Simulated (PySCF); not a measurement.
FeO4, SMILES [O]=[Fe](=[O])(=[O])=[O], multiplicity 1.

Geometry optimised at PBE-D3(BJ)/def2-SVP. The spin state was assumed, not searched.

Computed with PySCF with PBE-D3(BJ)/def2-SVP.

Frequencies are harmonic and unscaled.

Modes within 1.5 cm⁻¹ of each other (mostly degenerate sets) share a row, with their intensities summed.

Computed vibrational spectrum:
| mode | ν (cm⁻¹) | IR (km/mol) | moving atoms (share of kinetic energy) |
|---|---|---|---|
| 1–2 | 370 | 0.0 | O 100 % |
| 3–5 | 417 | 4.3 | O 77 %, Fe 23 % |
| 6 | 880 | 0.0 | O 100 % |
| 7–9 | 958 | 162.8 | O 70 %, Fe 30 % |
